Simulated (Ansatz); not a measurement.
Basis sets compared for the cluster GeSe2⁺. Charge 1, multiplicity 2. Geometry PBE0-D4/def2-TZVP. Ansatz on 4 threads of Arm Neoverse V1 on a shared host; times are rough, and most runs start from earlier orbitals.

```xyz
3

Ge   -0.561   -1.311   -0.096
Se    0.985    0.293    0.872
Se   -0.424    1.018   -0.775
```

The structure comes from a short search, and lower isomers may exist.

| level | functions | energy (Eh) | HOMO (eV) | LUMO (eV) | wall time |
| --- | --- | --- | --- | --- | --- |
| HF/STO-3G | 54 | -6798.7184 | -13.97 | -4.43 | 0.55 s |
| PBE-D4/def2-SVP | 96 | -6878.0156 | -11.56 | -10.63 | 1.5 s |
| PBE0-D4/def2-SVP | 96 | -6878.2057 | -12.79 | -9.82 | 2.5 s |

Problem. Estimate the rows for HF/def2-TZVP, PBE-D4/def2-TZVP (with forces), PBE0-D4/def2-TZVP.

Solution. 
| level | functions | energy (Eh) | HOMO (eV) | LUMO (eV) | wall time |
| --- | --- | --- | --- | --- | --- |
| HF/def2-TZVP | 144 | -6874.8465 | -15.61 | -6.05 | 4.3 s |
| PBE-D4/def2-TZVP (with forces) | 144 | -6878.8680 | -11.50 | -10.53 | 2.8 s |
| PBE0-D4/def2-TZVP | 144 | -6879.0597 | -12.70 | -9.69 | 5 s |
